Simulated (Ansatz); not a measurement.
C₄H₆F₂Si⁺, that is Si(vinyl)2F2 with one electron fewer. Total charge 1; doublet. Geometry r2SCAN-D4/def2-SVP, that of the neutral singlet.

Cartesian coordinates in Å:
```
Si -0.366 0.128 0.494
C 0.454 -1.511 0.273
C 1.267 -2.026 1.209
H 0.283 -2.084 -0.650
H 1.469 -1.493 2.146
H 1.762 -2.998 1.084
C -0.037 1.380 -0.822
C -1.031 1.938 -1.532
H 0.999 1.675 -1.044
H -2.080 1.675 -1.347
H -0.844 2.677 -2.321
F 0.105 0.689 1.943
F -1.979 -0.051 0.568
```

(1) Estimate the α-spin orbital energies around the gap (eV) in Ansatz with PBE-D4/def2-TZVP, r2SCANh-D4/def2-TZVP, PBE0-D4/def2-TZVP.

## Answers

(1) 
```tsv
orbital	PBE-D4/def2-TZVP	r2SCANh-D4/def2-TZVP	PBE0-D4/def2-TZVP
HOMO−5	-14.54	-15.77	-16.56
HOMO−4	-14.29	-15.49	-16.27
HOMO−3	-14.12	-15.05	-15.67
HOMO−2	-13.46	-14.28	-14.77
HOMO−1	-13.37	-14.22	-14.66
HOMO	-13.10	-13.97	-14.59
LUMO	-8.02	-7.55	-7.04
LUMO+1	-7.53	-7.02	-6.48
LUMO+2	-4.54	-3.73	-3.55
LUMO+3	-3.92	-2.93	-2.94
LUMO+4	-3.26	-2.33	-2.36
LUMO+5	-3.22	-2.12	-2.22
β HOMO	-12.85	-13.00	-13.33
β LUMO	-12.58	-12.22	-11.98
```
